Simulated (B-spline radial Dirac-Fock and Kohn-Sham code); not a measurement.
**Compton profile of Ag⁴⁴⁺**

System: Ag⁴⁴⁺, configuration [He] 2s1.

Input of the calculation (task.json; shells as n, l, electrons):

```json
{"items": [{
  "Z": 47,
  "q": 44,
  "cfg": [[1, 0, 2], [2, 0, 1]],
  "A": 107,
  "rrms": 4.5454,
  "do": ["scatter"],
  "s": [0.0, 0.06, 0.07, 0.09, 0.11, 0.13, 0.16, 0.19, 0.23, 0.28, 0.34, 0.42, 0.51, 0.62, 0.76, 0.92, 1.12, 1.37, 1.67, 2.03, 2.47, 3.01, 3.67],
  "pz": [0, 0.1, 0.14, 0.21, 0.29, 0.42, 0.6, 0.87, 1.2, 1.8, 2.6, 3.7, 5.2, 7.5, 11.0, 15.0, 22.0, 32.0, 45.0, 65.0, 93.0],
  "hv_scatter": [1000, 5000, 8047.8, 10000, 20000, 200000, 500000, 1000000]
}]}
```

Command: `python xray_run.py task.json out`

Level of theory: the impulse approximation on configuration-average Dirac-Fock orbitals; a radial B-spline solver. pz is in atomic units of momentum; subshell profiles are per electron, for a selection of subshells; open shells are spread over both j values by their weights.

| pz | J total | J 1s1/2 | J 2s1/2 |
| --- | --- | --- | --- |
| 3.7 | 0.08192 | 0.0170 | 0.0478 |
| 5.2 | 0.07363 | 0.0167 | 0.0401 |
| 7.5 | 0.05981 | 0.0161 | 0.0275 |
| 11 | 0.04224 | 0.0149 | 0.0125 |
| 15 | 0.03049 | 0.0131 | 0.00423 |
| 22 | 0.02135 | 0.00984 | 0.00167 |
| 32 | 0.01318 | 0.00587 | 0.00145 |
| 45 | 0.006207 | 0.00276 | 0.000696 |
| 65 | 0.001924 | 0.000870 | 0.000185 |
| 93 | 0.0004637 | 0.000213 | 3.80e-05 |

Question: What is the peak value J(0), and which subshell contributes most to it?

Answer: J(0) = 0.09212. The 2s1/2 subshell gives the largest part, 62 %.

Mean momentum ⟨p⟩ by subshell (a.u.): 1s1/2 42.8, 2s1/2 16.4.
